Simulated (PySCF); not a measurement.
C₂H₇AlFN, SMILES [NH]([Al]([CH3])[F])C. Atoms are numbered in the order given.

```xyz
12

Al    -0.1051     0.5217     0.0000
F     -1.3511     1.6391     0.0000
C      1.7440     1.1189     0.0000
H      2.4595     0.2810     0.0000
H      1.9549     1.7423     0.8854
H      1.9549     1.7423    -0.8854
N     -0.6125    -1.1768     0.0000
C      0.2063    -2.3756     0.0000
H     -1.6068    -1.3927     0.0000
H      0.0368    -3.0108    -0.8905
H      0.0368    -3.0108     0.8905
H      1.2754    -2.1079     0.0000
```
Charge 0, spin multiplicity 1.

Geometry optimised at B3LYP-D3(BJ)/def2-SVP. One conformer was computed; it need not be the lowest.

These are PySCF with ωB97X/def2-TZVP values and carry that method's errors.

Isolated molecule, no solvent.

Computed frontier levels, gap, dipole moment and polarisability:
```
Quantity                                                                                                        Value
---------------------------------------------------------------------------------------------  ----------------------
highest occupied level                                                                                       -9.26 eV
lowest empty level                                                                                            1.91 eV
orbital gap                                                                                                  11.17 eV
dipole moment                                                                                                  2.03 D
quadrupole, principal values (traceless, Buckingham form, about the centre of nuclear charge)   -7.41, 3.40, 4.01 D·Å
mean static polarisability                                                                       54.9 bohr³ (8.13 Å³)
polarisability, principal values                                                               47.3, 53.7, 63.6 bohr³
```
